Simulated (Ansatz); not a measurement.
CH3N, SMILES `[CH]N` (excited triplet) (charge 0, multiplicity 3). This triplet is an excited state, 1.52 eV above the relaxed singlet at the level frozen-core CCSD(T)/cc-pVTZ // PBE0-D3(BJ)/def2-TZVP (Ansatz, an electronic-structure program).

The numbers are results of CAM-B3LYP/cc-pVTZ // PBE0-D3(BJ)/def2-TZVP (Ansatz), not measurements.

Ansatz 0.2 input:
```yaml
crystal:
  periodic: [false, false, false]
  atoms:
    - { symbol: C, position_ang: [0.788302, -0.116896, 0.354717] }
    - { symbol: N, position_ang: [-0.466012, 0.057972, -0.14862] }
    - { symbol: H, position_ang: [1.711904, -0.072879, -0.222593] }
    - { symbol: H, position_ang: [-0.962805, 0.885144, 0.15757] }
    - { symbol: H, position_ang: [-1.07139, -0.75334, -0.141074] }
basis:
  gaussian: { orbitals: cc-pVTZ }
hamiltonian:
  xc: cam_b3lyp
magnetization:
  spin_polarized: true
  initial_magnetization: 2
```

Output:

```
Functional definition: CAM-B3LYP
519 factors; their error is unknown
138 factors; integrals over basis functions are off by at most 1.1e-5 eV
mean field evaluation 1: about -2568.6604 eV, gradient 2.8e1 eV
mean field evaluation 2: about -2568.9250 eV, gradient 2.7e1 eV
mean field evaluation 4: about -2571.7347 eV, gradient 1.0e0 eV
mean field evaluation 8: about -2571.7446 eV, gradient 2.9e-2 eV
mean field evaluation 16: about -2571.7398 eV, gradient 6.8e-5 eV
mean field -2571.73977667 eV, -94.5096936049 hartree, gradient 6.8e-5 eV, S^2 2.005169; 0 other end points of the search recorded, 0 dependent functions left out
reference -2571.73986297 eV, -94.5096967764 hartree; 9, 7 occupied and 93, 95 virtual orbitals, 519 factors
Total energy: -2571.73986297 eV, -94.5096967764 hartree
```
